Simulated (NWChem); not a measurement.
Molecule: AuH₂OI; SMILES [OH2]->[Au][I]

```xyz
5

Au    -0.0112    -0.7827     0.0000
I      0.0023     1.7452     0.0000
O     -0.0140    -2.9924     0.0000
H      0.4358    -3.3611     0.7714
H      0.4358    -3.3611    -0.7714
```
Atoms are numbered in this order, from 1.

Program: NWChem. Structure relaxed at the PBE0/def2-SVP level. No frequency run checked for a minimum. def2 effective core potentials on I, Au; no spin-orbit coupling. Ions are spin-unrestricted doublets at the neutral geometry; other ion states weren't tried.

For level PBE/def2-SVP:

```yaml
"−ε(HOMO) (eV)": 5.28
```

**Question.** Estimate the same quantities for level PBE0/def2-SVP.

**Answer.** The −ε(HOMO) (eV) comes out as 6.37.
